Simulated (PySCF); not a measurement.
## A ladder of Hamiltonians for La⁵¹⁺ (lanthanum, charge +51)

Occupied: 1s1/2, 2s1/2, 2p1/2. Hartree-Fock calculated with PySCF 2.14 in an even-tempered Gaussian basis (19 s from 9.9 bohr⁻², ratio 2.3; 15 p from 12 bohr⁻², ratio 2.3), Gaussian nucleus throughout. NR is non-relativistic, sf-X2C the spin-free one-electron X2C Hamiltonian, X2C adds the bare one-electron spin-orbit term, X2C-SNSO screens it by Boettger's factors, DC is four-component Dirac-Coulomb, and the Gaunt and Breit terms are added at first order (total energies over the DC spinors, levels after relaxing the spinors in that mean field). QED terms are absent. Levels marked empty are virtual spinors of this ion.

| Hamiltonian | E (hartree) | E − E(DC) (hartree) | CPU seconds |
| --- | --- | --- | --- |
| X2C | -4923.6527 | 0.8718 | 0.46 |
| X2C-SNSO | -4922.7185 | 1.8060 | 0.46 |
| DC | -4924.5245 | 0.0000 | 19 |
| DC+Gaunt | -4920.0777 | 4.4468 | 40 |
| DC+Breit | -4920.3084 | 4.2161 | 120 |

```tsv
level (eV)	X2C	X2C-SNSO	DC	DC+Gaunt	DC+Breit
1s1/2	-43824.2	-43825.3	-43853.6	-43764.1	-43766.9
2s1/2	-10328.7	-10329.0	-10332.6	-10323.7	-10324.5
2p1/2	-10161.3	-10148.8	-10152.0	-10133.4	-10135.6
2p3/2 (empty)	-9436.3	-9441.4	-9442.0	-9432.8	-9434.9
3s1/2 (empty)	-4306.8	-4306.9	-4307.8	-4305.3	-4305.7
```

Weight of the small component: 1s1/2 0.0446, 2s1/2 0.0105, 2p1/2 0.0104, 2p3/2 0.00980, 3s1/2 0.00429.

Koopmans' value for the highest occupied level at DC+Breit: 10135.6 eV, against an ionisation energy of 10136 ± 4 eV (theoretical estimate listed by NIST; NIST Atomic Spectra Database, ionization energies); the former lacks relaxation, correlation, QED and recoil.

The whole ladder took 180 s of wall time on 1 thread of Neoverse-N1 (shared host), launched as `OMP_NUM_THREADS=1 python relrun2.py TASK.json OUT` (a driver that calls PySCF for each Hamiltonian).
